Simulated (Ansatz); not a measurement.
Gas-phase electronic energies from Ansatz, PBE0-D4/def2-TZVP geometries. CCSD(T)/CBS adds triple-zeta CCSD(T) − MP2 to the extrapolated MP2 energy (def2 sets, frozen cores). This one scheme is used for every species. Functionals use def2-TZVPP. Each species was taken in one conformer, which may not be the lowest.

Consider the substitution at a C–Si bond: `N=C[SiH](N)N` + CH₃NH₂ → `CNC=N` + `N[SiH2]N`.

| level | ΔE (kcal/mol) | difference from CCSD(T)/CBS |
| --- | --- | --- |
| PBE0-D4 | -5.6 | -3.2 |
| B2PLYP | -4.8 | -2.4 |
| r2SCAN | -6.6 | -4.2 |
| PBE0 | -6.0 | -3.6 |
| HF/def2-TZVPP | -4.5 | -2.1 |
| CCSD/def2-TZVPP | -2.6 | -0.2 |
| CCSD(T)/def2-TZVPP | -2.7 | -0.3 |
| SCS-MP2/def2-QZVPP | -3.2 | -0.8 |
| MP2/CBS(def2) | -3.7 | -1.3 |
| CCSD/CBS(def2) | -2.2 | 0.2 |
| CCSD(T)/CBS | -2.4 | 0 |

Largest T1 diagnostic among the species: 0.013.
